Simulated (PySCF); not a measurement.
Cost of one run: geometry optimisation, Mo(NH)2F2, `[NH]=[Mo](=[NH])([F])[F]`.

Method: PBE0-D3(BJ)/def2-SVP geometry optimisation, gas phase, def2 core potentials past Kr (PySCF 2.14.0). Work: geometry optimisation from a GFN2-xTB start shaken at random, density fitting. The input is one job of a driver script: a line of settings, then coordinates in Å.

Input:
```
{"job": {"xc": "PBE0", "basis": "def2-SVP", "d3": "d3bj", "grid": 1, "maxiter": 30, "shake": 0.03, "kind": "geom"}, "charge": 0, "multiplicity": 1}
Mo    -0.335910    -0.064630    -0.264520
N     -0.424310    -0.001360     1.447310
H     -0.266710    -0.001360     2.420000
N      1.318760    -0.034290    -0.904760
H      2.209870    -0.091470    -1.081700
F     -1.173420     1.558880    -0.843210
F     -1.236420    -1.467780    -0.841680
```

Hardware: Arm Neoverse N1, one thread (shared host). PySCF's memory limit was set to 2320 MB.

The basis has 97 functions.

**Question.** Which is nearest to the wall time?
A. 56 min
B. 7.5 min
C. 56 s

**Answer.** C. The run took 56 s. The run took 7 energy-and-gradient evaluations and 61 SCF cycles, 8.0 s an evaluation on average.

**Question.** How much memory does it need at the peak?

**Answer.** About 0.37 GiB. Peak memory is the resident size of the whole Python process, interpreter and libraries included.

Times come from a shared host and carry two figures at best.

The run converged: final energy -378.14624 Eh after 6 steps; dipole 3.16 D.
